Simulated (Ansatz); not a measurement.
C4H7 (SMILES C=C([CH2-])C), charge -1, singlet, geometry from GFN2-xTB (a gas-phase anion, which may not be bound at this level); MP2/def2-SVP (Ansatz, a quantum-chemistry and plane-wave program).

Here is a job for Ansatz.
Ansatz 0.2 input:
```yaml
crystal:
  periodic: [false, false, false]
  atoms:
    - {symbol: C, position_ang: [-0.19024082, 0.13060277, 1.42330928]}
    - {symbol: C, position_ang: [-0.00498966, 0.11664803, 0.05908609]}
    - {symbol: H, position_ang: [-0.28744948, 1.05632604, 1.97577308]}
    - {symbol: H, position_ang: [-0.20755370, -0.77968074, 2.01169741]}
    - {symbol: C, position_ang: [0.08676696, 1.20492954, -0.78061181]}
    - {symbol: H, position_ang: [0.17732246, 1.09117949, -1.85501323]}
    - {symbol: H, position_ang: [-0.03223483, 2.21755638, -0.41733078]}
    - {symbol: C, position_ang: [0.10356375, -1.24871026, -0.60034753]}
    - {symbol: H, position_ang: [0.36600386, -2.02101005, 0.12619141]}
    - {symbol: H, position_ang: [-0.84814294, -1.53662037, -1.06173446]}
    - {symbol: H, position_ang: [0.86145311, -1.24857125, -1.38819972]}
basis:
  gaussian:
    orbitals: def2-SVP
total_charge: -1
magnetization: {spin_polarized: false}
correlation: {method: mp2, electrons: outside_noble_gas}
accuracy: high
```

It wrote (shortened):

```
Functional definition: HF
2264 factors; integrals over basis functions are off by at most 3.2e-9 eV
mean field evaluation 1: about -4224.5077 eV, gradient 2.7e1 eV
mean field evaluation 2: about -4224.5137 eV, gradient 2.7e1 eV
mean field evaluation 4: about -4226.7936 eV, gradient 3.2e0 eV
mean field evaluation 8: about -4226.8241 eV, gradient 1.2e-4 eV
mean field -4226.82410651 eV, -155.3329208698 hartree, gradient 2.3e-8 eV, S^2 0.000000; 0 other end points of the search recorded, 0 dependent functions left out
4 core orbitals not correlated
reference -4226.82410651 eV, -155.3329208698 hartree; 12, 12 occupied and 75, 75 virtual orbitals, 2264 factors
second order -15.41934224 eV of doubles, -0.00000000 eV of singles
Total energy: -4242.24344875 eV, -155.8995712456 hartree
```
